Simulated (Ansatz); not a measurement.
C2H8AlNO can be A, `C[O][Al]([CH3])[NH2]`, or B, `C[CH2][Al]([NH2])[OH]`.

Program: Ansatz. Geometries: PBE0-D4/def2-TZVP. ΔE: electronic, gas phase. CBS: MP2 limit from def2 TZ/QZ plus the TZ coupled-cluster correction, frozen cores. DFT in def2-TZVPP. B3LYP here is the variant with VWN-RPA as its local correlation; programs differ in this. One conformer a species, not always the lowest.

(1) Which isomer does CCSD(T)/CBS put lower? Give the gap. (Estimate.)

(2) Give E(B) − E(A) in kcal/mol with HF/def2-TZVPP, LDA (SPW92), CCSD(T)/def2-TZVPP, B2PLYP, PBE0-D4, ωB97M-V, B3LYP-D4. (An estimate is asked.)

(3) Does the order hold for the free energy at 298.15 K (harmonic terms from PBE0-D4)? (Estimate.)

Largest T1 diagnostic: 0.011.

Answers

(1) Ansatz gave: B, by 10.7 kcal/mol.

(2) The calculation gave: HF/def2-TZVPP -7.0, LDA (SPW92) -9.7, CCSD(T)/def2-TZVPP -10.0, B2PLYP -9.1, PBE0-D4 -9.7, ωB97M-V -9.6, B3LYP-D4 -8.4. None reverses the order clearly.

(3) Computed: Yes: G(B) − G(A) = -9.4 kcal/mol, for one conformer each. Modes under 60 cm⁻¹, often nearly free rotors, make the harmonic entropy too high.

In def2-TZVPP, CCSD(T) changes the Hartree–Fock value by −3.0 kcal/mol (the triples alone add −0.2 kcal/mol) and MP2 by −4.2 kcal/mol. At CCSD(T), def2-SVP lies +2.7 kcal/mol from the extrapolated value and def2-TZVPP +0.7 kcal/mol.
